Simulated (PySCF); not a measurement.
# How far are cheaper levels from CCSD(T)/CBS for ZnI?

PySCF; the state is a doublet (σ ↑). The composite is CCSD(T) extrapolated to the basis-set limit from two correlation-consistent sets, with core-valence (CV) and scalar-relativistic (SR) terms as its label shows; it has no spin–orbit coupling and nothing beyond (T). Here it is CCSD(T)/CBS(DT). It gives Re = 2.486 Å, ωe = 224 cm⁻¹ and De = 1.22 eV to Zn + I.

```json
{"level": "UHF-MP2", "basis": "def2-SVP", "relativity": "scalar-relativistic core potentials", "Re (Å)": "2.506", "ωe (cm⁻¹)": "234", "De (eV)": "1.52"}
{"level": "UHF-MP2", "basis": "def2-TZVPP", "relativity": "scalar-relativistic core potentials", "Re (Å)": "2.473", "ωe (cm⁻¹)": "236", "De (eV)": "1.54"}
{"level": "UHF-SCS-MP2", "basis": "def2-SVP", "relativity": "scalar-relativistic core potentials", "Re (Å)": "2.519", "ωe (cm⁻¹)": "229", "De (eV)": "1.33"}
{"level": "UHF-SCS-MP2", "basis": "def2-TZVPP", "relativity": "scalar-relativistic core potentials", "Re (Å)": "2.495", "ωe (cm⁻¹)": "230", "De (eV)": "1.34"}
{"level": "PW91", "basis": "def2-TZVPP", "relativity": "scalar-relativistic core potentials", "Re (Å)": "2.528", "ωe (cm⁻¹)": "207", "De (eV)": "1.46"}
{"level": "r²SCAN", "basis": "def2-SVP", "relativity": "scalar-relativistic core potentials", "Re (Å)": "2.499", "ωe (cm⁻¹)": "223", "De (eV)": "1.79"}
{"level": "PBE0", "basis": "def2-SVP", "relativity": "scalar-relativistic core potentials", "Re (Å)": "2.517", "ωe (cm⁻¹)": "217", "De (eV)": "1.58"}
{"level": "PBE0", "basis": "cc-pVTZ-PP", "relativity": "scalar-relativistic core potentials", "Re (Å)": "2.500", "ωe (cm⁻¹)": "219", "De (eV)": "1.44"}
{"level": "PBE0", "basis": "def2-TZVPP", "relativity": "scalar-relativistic core potentials", "Re (Å)": "2.509", "ωe (cm⁻¹)": "220", "De (eV)": "1.53"}
{"level": "M06", "basis": "def2-SVP", "relativity": "scalar-relativistic core potentials", "Re (Å)": "2.548", "ωe (cm⁻¹)": "194", "De (eV)": "1.09"}
```

Question: Give the difference of each row from the composite.

Answer: 

```json
{"level": "UHF-MP2", "basis": "def2-SVP", "ΔRe (pm)": "+2.0", "Δωe (%)": "+4.5", "ΔDe (eV)": "+0.30"}
{"level": "UHF-MP2", "basis": "def2-TZVPP", "ΔRe (pm)": "-1.3", "Δωe (%)": "+5.4", "ΔDe (eV)": "+0.32"}
{"level": "UHF-SCS-MP2", "basis": "def2-SVP", "ΔRe (pm)": "+3.3", "Δωe (%)": "+2.2", "ΔDe (eV)": "+0.11"}
{"level": "UHF-SCS-MP2", "basis": "def2-TZVPP", "ΔRe (pm)": "+0.9", "Δωe (%)": "+2.7", "ΔDe (eV)": "+0.12"}
{"level": "PW91", "basis": "def2-TZVPP", "ΔRe (pm)": "+4.2", "Δωe (%)": "-7.6", "ΔDe (eV)": "+0.24"}
{"level": "r²SCAN", "basis": "def2-SVP", "ΔRe (pm)": "+1.3", "Δωe (%)": "-0.4", "ΔDe (eV)": "+0.57"}
{"level": "PBE0", "basis": "def2-SVP", "ΔRe (pm)": "+3.1", "Δωe (%)": "-3.1", "ΔDe (eV)": "+0.36"}
{"level": "PBE0", "basis": "cc-pVTZ-PP", "ΔRe (pm)": "+1.4", "Δωe (%)": "-2.2", "ΔDe (eV)": "+0.22"}
{"level": "PBE0", "basis": "def2-TZVPP", "ΔRe (pm)": "+2.3", "Δωe (%)": "-1.8", "ΔDe (eV)": "+0.31"}
{"level": "M06", "basis": "def2-SVP", "ΔRe (pm)": "+6.2", "Δωe (%)": "-13.4", "ΔDe (eV)": "-0.13"}
```

Question: Which rows come closest in De?

Answer: UHF-SCS-MP2 in def2-SVP (+0.11 eV); UHF-SCS-MP2 in def2-TZVPP (+0.12 eV), counted from the composite.

Correlated steps freeze the inner cores (9 to 13 orbitals); shallow outer-core shells are correlated. Correlated levels converge slowly with the basis: in double zeta they bind strong bonds too weakly, by up to about 1 eV, and carry superposition errors of some tenths. These are scalar-relativistic numbers at best; spin–orbit coupling would shift them, the dissociation energy most. The state was picked by a PBE0 search and need not be the measured ground state.
